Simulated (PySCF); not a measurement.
Stretching CdTe⁻

Set-up: basis Cd def2-TZVPPD with ECP28, Te def2-TZVPPD with ECP28; scalar-relativistic core potentials; PySCF 2.14. Energies in eV from Cd + Te⁻ in their ground configurations at the same level. State: ²Σ⁺ (doublet), unpaired electrons σ ↑.

```json
{"R (Å)": "2.303", "PBE": "-0.229", "LDA": "-0.869"}
{"R (Å)": "2.410", "PBE": "-0.662", "LDA": "-1.223"}
{"R (Å)": "2.517", "PBE": "-0.893", "LDA": "-1.386"}
{"R (Å)": "2.598", "PBE": "-0.976", "LDA": "-1.424"}
{"R (Å)": "2.678", "PBE": "-1.005", "LDA": "-1.413"}
{"R (Å)": "2.758", "PBE": "-0.996", "LDA": "-1.369"}
{"R (Å)": "2.865", "PBE": "-0.946", "LDA": "-1.277"}
{"R (Å)": "2.999", "PBE": "-0.851", "LDA": "-1.137"}
{"R (Å)": "3.160", "PBE": "-0.722", "LDA": "-0.962"}
{"R (Å)": "3.374", "PBE": "-0.563", "LDA": "-0.751"}
```

Q: Put a parabola through the three lowest points of the PBE curve and estimate Re, k and ωe (reduced mass 60.69 u; 1 eV/Å² = 0.16022 mdyn/Å; ωe = 1302.8·√(k/μ) cm⁻¹).

A: Through R = 2.598, 2.678, 2.758 Å the second-order coefficient is 2.97 eV/Å², so Re ≈ 2.699 Å, k ≈ 0.951 mdyn/Å and ωe ≈ 163 cm⁻¹. A polynomial fit of higher order to the unrounded PBE energies gives Re = 2.695 Å, k = 0.859 mdyn/Å, ωe = 155 cm⁻¹; anharmonicity and rounding make the difference.

The higher-order fit for each curve: PBE: Re = 2.695 Å, ωe = 155 cm⁻¹, De = 1.01 eV; LDA: Re = 2.616 Å, ωe = 176 cm⁻¹, De = 1.43 eV.

Spin–orbit coupling is left out, which matters for elements this heavy, above all for dissociation energies. For an ion De counts to the pair picked by the measured ionisation energies or electron affinities, which need not be the lowest pair at this level. The highest Kohn–Sham level is positive in this anion. Much of that is self-interaction error, but it also means that the finite basis helps to hold the extra electron. The state is the lowest determinant that a PBE0 search found; another state may lie lower at other levels.
